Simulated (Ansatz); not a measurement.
The pair A = CH5GaO (SMILES C[O][GaH2]) (first 8 atoms), B = HF (SMILES F); geometry from B3LYP-D3(BJ)/def2-TZVP.
(charge 0, multiplicity 1):
| atom | x (Å) | y (Å) | z (Å) |
|---|---|---|---|
| C | -0.8196 | -0.5960 | 2.4661 |
| O | 0.3063 | 0.0950 | 1.9371 |
| Ga | 0.6098 | 0.3995 | 0.1766 |
| H | -1.4990 | -0.9262 | 1.6751 |
| H | -0.4800 | -1.4702 | 3.0254 |
| H | -1.3645 | 0.0633 | 3.1449 |
| H | -0.5009 | -0.1749 | -0.7550 |
| H | 1.9242 | 1.1787 | -0.0777 |
| F | 1.9207 | 0.8978 | 3.7387 |
| H | 1.3177 | 0.5982 | 3.0596 |

Correlated levels freeze the cores. Filled d and f shells under p-block atoms count as core. MP2 and its Hartree–Fock in aug-cc-pVTZ are density fitted.

The values were computed with Ansatz (Gaussian orbitals). Values without a source in brackets are computed.

The counterpoise-corrected interaction energy is E(AB) − E(A in the pair's basis) − E(B in the pair's basis). Total energies (hartree):

| level | AB | A in the pair's basis | B in the pair's basis |
|---|---|---|---|
| HF/aug-cc-pVDZ | -2138.9165383 | -2038.8682355 | -100.0306265 |
| MP2/aug-cc-pVDZ | -2139.5704147 | -2039.2965986 | -100.2559512 |
| HF/aug-cc-pVTZ | -2139.0464268 | -2038.9704766 | -100.0579111 |
| MP2/aug-cc-pVTZ | -2139.8445991 | -2039.4850116 | -100.3402453 |
| CCSD(T)/aug-cc-pVDZ | -2139.6254523 | -2039.3439677 | -100.2639203 |

**Question.** Work out the counterpoise-corrected interaction energy at the basis-set limit: extrapolate the MP2 correlation part as X⁻³, take Hartree–Fock from the larger set, and add the CCSD(T) − MP2 difference of aug-cc-pVDZ.

**Answer.** 
1. Differences (1 hartree = 627.509 kcal/mol): HF/aug-cc-pVDZ -11.092; MP2/aug-cc-pVDZ -11.210; HF/aug-cc-pVTZ -11.320; MP2/aug-cc-pVTZ -12.137; CCSD(T)/aug-cc-pVDZ -11.022.
2. Correlation parts, MP2 less HF: -0.118 in aug-cc-pVDZ (X = 2), -0.818 in aug-cc-pVTZ (X = 3).
3. Limit (3³·(-0.818) − 2³·(-0.118))/(3³ − 2³) = -1.112; with HF/aug-cc-pVTZ it gives -12.432.
4. CCSD(T) less MP2 in aug-cc-pVDZ: 0.189.
Result: -12.24 kcal/mol, against -11.21 at MP2/aug-cc-pVDZ. It is an estimate of this method's limit, not of the exact value.

Ansatz is a quantum-chemistry and plane-wave program.
